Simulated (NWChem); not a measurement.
System: C₃H₅NO; SMILES N#CCCO

```xyz
10

N      0.3043     2.5767     0.0164
C     -0.1315     1.5012    -0.0098
C     -0.6376     0.1276    -0.0373
C      0.4995    -0.9193     0.0083
O     -0.0141    -2.2341    -0.0750
H     -1.3128    -0.0161     0.8165
H     -1.2292    -0.0275    -0.9467
H      1.1507    -0.7882    -0.8599
H      1.1107    -0.7675     0.9093
H     -0.4268    -2.4561     0.7740
```
Atoms are numbered in this order, from 1.

Geometry: optimised at B3LYP/6-31G* (spherical d).

### Question
Give the principal values of the shielding tensors (ppm) of N1, C2, C3, C4, O5 from PBE0/pcSseg-1, GIAO (NWChem), with their diamagnetic and paramagnetic parts as GIAO splits them.

### Answer
```
atom     σ11     σ22    σ33  isotropic  diamagnetic  paramagnetic
----  ------  ------  -----  ---------  -----------  ------------
N1    -220.2  -215.9  302.7      -44.5        338.8        -383.3
C2     -51.7   -51.6  292.3       63.0        259.9        -196.9
C3     139.4   161.6  182.4      161.1        249.6         -88.5
C4      88.6   110.7  164.0      121.1        244.0        -122.9
O5     263.9   290.1  315.2      289.7        389.3         -99.6
```
